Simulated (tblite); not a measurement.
C3H10B2OS.
Bonds: B1–C2, C2–B3, B3–O4, O4–C5, B3–S6, S6–C7. Hydrogens: H8, H9 on B1; H10, H11 on C2; H12, H13, H14 on C5; H15, H16, H17 on C7.

Computed with GFN2-xTB (tblite), gas phase: L-BFGS steps from a force-field or distance-geometry start until the largest atomic force falls under 0.01 eV/Å.

Step 70: E = -580.6540 eV
```
atom  x, y, z in Å  |  force x, y, z in eV/Å
B1     -1.6111   -1.2937   -1.0010   -0.015  -0.014   0.000
C2     -1.1337   -0.9186    0.4384    0.008   0.019  -0.015
B3     -0.1693    0.3557    0.3075    0.024   0.010   0.003
O4     -0.7081    1.5463    0.5706   -0.031   0.007  -0.003
C5     -0.0551    2.7910    0.4708   -0.015  -0.010   0.015
S6      1.5865    0.2647   -0.1749    0.001  -0.016  -0.018
C7      1.9214   -1.4865   -0.5677    0.001  -0.007  -0.006
H8     -1.1250   -2.1825   -1.5892    0.005   0.009  -0.005
H9     -2.4342   -0.6451   -1.5196   -0.015  -0.007  -0.002
H10    -0.6258   -1.7330    0.9554   -0.015   0.001   0.018
H11    -1.9658   -0.5869    1.0584    0.008  -0.005  -0.005
H12     0.1989    3.0050   -0.5703    0.008  -0.008   0.003
H13     0.8649    2.7962    1.0603    0.003  -0.007  -0.003
H14    -0.7425    3.5492    0.8466    0.015   0.006  -0.003
H15     2.8109   -1.7810   -0.0200    0.012   0.000   0.001
H16     2.1030   -1.5664   -1.6353   -0.001   0.021   0.010
H17     1.0779   -2.1024   -0.2867    0.006  -0.001   0.010
```

Step 71: E = -580.6542 eV
```
atom  x, y, z in Å  |  force x, y, z in eV/Å
B1     -1.6131   -1.2948   -1.0016   -0.014  -0.013  -0.003
C2     -1.1363   -0.9173    0.4375    0.006   0.017  -0.024
B3     -0.1707    0.3553    0.3063    0.035   0.016   0.003
O4     -0.7075    1.5459    0.5719   -0.032   0.014  -0.004
C5     -0.0529    2.7897    0.4715   -0.026  -0.008   0.019
S6      1.5854    0.2655   -0.1761   -0.003  -0.017  -0.021
C7      1.9228   -1.4855   -0.5677   -0.004  -0.006  -0.008
H8     -1.1221   -2.1806   -1.5907    0.001   0.015   0.000
H9     -2.4408   -0.6507   -1.5184   -0.013  -0.010  -0.004
H10    -0.6280   -1.7304    0.9548   -0.007  -0.018   0.028
H11    -1.9679   -0.5849    1.0577    0.005  -0.004  -0.005
H12     0.2004    3.0026   -0.5698    0.015  -0.006   0.000
H13     0.8670    2.7950    1.0616   -0.001  -0.009  -0.007
H14    -0.7405    3.5481    0.8463    0.017   0.014   0.001
H15     2.8129   -1.7773   -0.0198    0.014  -0.004  -0.001
H16     2.1039   -1.5665   -1.6357   -0.003   0.021   0.019
H17     1.0802   -2.1021   -0.2848    0.008  -0.002   0.007
```

Step 72: E = -580.6545 eV
```
atom  x, y, z in Å  |  force x, y, z in eV/Å
B1     -1.6163   -1.2968   -1.0021   -0.010  -0.007  -0.007
C2     -1.1398   -0.9152    0.4360    0.005   0.006  -0.027
B3     -0.1722    0.3553    0.3048    0.035   0.020   0.003
O4     -0.7077    1.5458    0.5736   -0.021   0.019  -0.003
C5     -0.0504    2.7879    0.4730   -0.030  -0.001   0.015
S6      1.5838    0.2665   -0.1787   -0.006  -0.014  -0.021
C7      1.9249   -1.4843   -0.5679   -0.007  -0.004  -0.003
H8     -1.1179   -2.1778   -1.5930   -0.005   0.020   0.005
H9     -2.4503   -0.6589   -1.5169   -0.011  -0.014  -0.006
H10    -0.6317   -1.7269    0.9544    0.004  -0.037   0.034
H11    -1.9708   -0.5827    1.0565    0.001   0.001  -0.007
H12     0.2030    2.9991   -0.5685    0.021  -0.003  -0.004
H13     0.8697    2.7932    1.0633   -0.008  -0.016  -0.010
H14    -0.7370    3.5477    0.8460    0.014   0.021   0.007
H15     2.8161   -1.7724   -0.0196    0.014  -0.005  -0.005
H16     2.1053   -1.5667   -1.6360   -0.006   0.018   0.026
H17     1.0840   -2.1017   -0.2817    0.009  -0.004   0.001
```

Step 73: E = -580.6549 eV
```
atom  x, y, z in Å  |  force x, y, z in eV/Å
B1     -1.6198   -1.2991   -1.0029   -0.003   0.003  -0.007
C2     -1.1430   -0.9132    0.4340    0.005  -0.009  -0.016
B3     -0.1734    0.3557    0.3035    0.021   0.015   0.004
O4     -0.7088    1.5458    0.5755   -0.001   0.018  -0.002
C5     -0.0482    2.7861    0.4748   -0.022   0.011   0.003
S6      1.5820    0.2678   -0.1822   -0.008  -0.006  -0.018
C7      1.9270   -1.4829   -0.5681   -0.006  -0.003   0.005
H8     -1.1135   -2.1745   -1.5955   -0.009   0.019   0.007
H9     -2.4604   -0.6680   -1.5155   -0.009  -0.017  -0.006
H10    -0.6359   -1.7242    0.9547    0.014  -0.043   0.028
H11    -1.9737   -0.5807    1.0549   -0.002   0.009  -0.010
H12     0.2064    2.9951   -0.5668    0.022   0.001  -0.006
H13     0.8723    2.7912    1.0647   -0.015  -0.025  -0.007
H14    -0.7325    3.5484    0.8459    0.006   0.024   0.012
H15     2.8196   -1.7673   -0.0198    0.012  -0.004  -0.009
H16     2.1066   -1.5671   -1.6362   -0.011   0.014   0.028
H17     1.0881   -2.1011   -0.2779    0.007  -0.007  -0.005
```

Question: Estimate the geometry and energy of step 74. (The exact step hangs on the optimiser's Hessian estimate; all steps are aligned on step 73, rigid shifts and turns removed.)

Answer: E = -580.6551 eV, largest force 0.038 eV/Å
```
atom  x, y, z in Å  |  force x, y, z in eV/Å
B1     -1.6224   -1.3008   -1.0037    0.005   0.012  -0.003
C2     -1.1448   -0.9122    0.4324    0.008  -0.019   0.003
B3     -0.1739    0.3565    0.3028   -0.001   0.004   0.004
O4     -0.7101    1.5462    0.5767    0.016   0.011  -0.002
C5     -0.0471    2.7851    0.4762   -0.007   0.019  -0.009
S6      1.5806    0.2689   -0.1857   -0.008   0.001  -0.013
C7      1.9285   -1.4819   -0.5681   -0.003  -0.001   0.014
H8     -1.1106   -2.1718   -1.5974   -0.008   0.012   0.004
H9     -2.4679   -0.6751   -1.5147   -0.009  -0.016  -0.006
H10    -0.6392   -1.7233    0.9556    0.016  -0.032   0.013
H11    -1.9756   -0.5795    1.0534   -0.001   0.014  -0.015
H12     0.2095    2.9923   -0.5654    0.016   0.005  -0.007
H13     0.8737    2.7893    1.0656   -0.019  -0.031  -0.001
H14    -0.7288    3.5501    0.8462   -0.002   0.021   0.012
H15     2.8224   -1.7638   -0.0201    0.008   0.000  -0.010
H16     2.1075   -1.5675   -1.6359   -0.013   0.010   0.024
H17     1.0911   -2.1006   -0.2748    0.003  -0.011  -0.009
```

The energy changes by -0.0003 eV. The first-order estimate −F·Δx gives -0.0004 eV and the mean of the old and new forces, exact on a quadratic surface, -0.0003 eV. The step makes an angle of 77° with the force vector and moves no atom by more than 0.010 Å.

What follows is the cost of the whole relaxation. Hardware: one thread, Arm Neoverse N1 (aarch64) (shared host). Cost: 1.7 s.
